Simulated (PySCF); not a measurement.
# From computed data to an observable: oscillator strength and radiative lifetime

Ga(F)(SiH3)2 (FGaH₆Si₂), SMILES [Ga]([SiH3])([F])[SiH3].

Coordinates come from a PBE0-D3(BJ)/def2-SVP optimisation.

TDA-PBE/def2-SVPD (PySCF) puts the first singlet state with f over 0.02 at 5.78 eV (vertical), with the transition dipole (-0.618, 0.864, -0.712) in atomic units.

Question: Find the oscillator strength, the wavelength and the radiative lifetime that this transition would have in vacuum if emission retraced absorption.

Answer: 
|μ|² = 1.6354 au, so |μ| = 3.25 D. ΔE = 5.78/27.211 = 0.2124 hartree. f = (2/3) ΔE |μ|² = 0.232 (the program prints 0.232).
λ = 1239.84/5.78 = 215 nm; ν = 46619 cm⁻¹.
Einstein's coefficient A = 0.6670 ν² f s⁻¹ (ν in cm⁻¹) = 3.4e8 s⁻¹, so τ = 1/A = 3.0 ns. This state is S5; the lower singlets have f = 0.000, 0.004, 0.016, 0.002. The figure is the radiative limit of this one transition; relaxation, internal conversion, crossing to triplets and a medium change what is measured.
